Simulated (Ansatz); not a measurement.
A nudged elastic band was laid between two geometries of GeH$_{4}$ (5 atoms, charge 0, multiplicity 1).

All numbers below come from RHF/def2-SVP (Ansatz).

```json
{
  "movable images": "5",
  "climbing image": "yes",
  "spring": "5.0 eV/Å²",
  "optimiser": "quadratic models (default)",
  "start path": "through a guess of the saddle point",
  "force threshold": "0.03 eV/Å",
  "iteration limit": "60",
  "end points": "relaxed"
}
```

Initial state:

```xyz
5
Properties=species:S:1:pos:R:3
Ge 0.255 0.000 0.181
H 0.255 0.000 1.713
H 1.700 0.000 -0.330
H -0.467 1.251 -0.330
H -0.467 -1.251 -0.330
```

Final state:

```xyz
5
Properties=species:S:1:pos:R:3
Ge -0.018 0.000 -0.981
H 1.092 0.000 1.343
H 1.704 0.000 0.906
H -0.751 1.150 -0.182
H -0.751 -1.150 -0.182
```

(1) What changes between the two ends?

(2) What energy profile does the band end with?

(3) What is the geometry of the highest image?

The band took 10 iterations and of the order of 40 core-seconds.

Answers

(1) Bonds broken: Ge1–H2, Ge1–H3. Bonds formed: H2–H3. GeH4 becomes GeH2 + H2.

(2) The run converged. The highest image is number 3 of 0 to 6, 3.04 eV above the first end and 1.10 eV above the last; the last end lies 1.94 eV above the first. Neighbouring images differ by up to 1.4 eV, so the band resolves the path poorly. A vibrational analysis at the climbing image gives one clearly imaginary mode, 1628i cm⁻¹: a first-order saddle point. The orbitals stay closed-shell, which can raise the energy where a bond breaks towards radicals; this wasn't checked here.

```tsv
image	path coordinate (Å)	energy (eV)	Ge1–H2 (Å)	Ge1–H3 (Å)	H2–H3 (Å)
0	0.00	0.00	1.53	1.53	2.50
1	0.41	0.47	1.51	1.52	2.06
2	0.83	1.91	1.56	1.50	1.61
3	1.24	3.04	1.71	1.57	1.17
4	1.60	2.28	1.91	1.78	0.83
5	1.96	1.96	2.25	2.19	0.76
6	2.31	1.94	2.58	2.55	0.75
```

(3) 
```xyz
5
Properties=species:S:1:pos:R:3
Ge 0.224 0.000 -0.410
H 0.682 0.000 1.238
H 1.541 0.000 0.437
H -0.586 1.276 -0.182
H -0.586 -1.276 -0.182
```

The run took 39 s on 1 thread of Arm Neoverse N1, with other jobs on the host, peak memory 0.09 GiB.
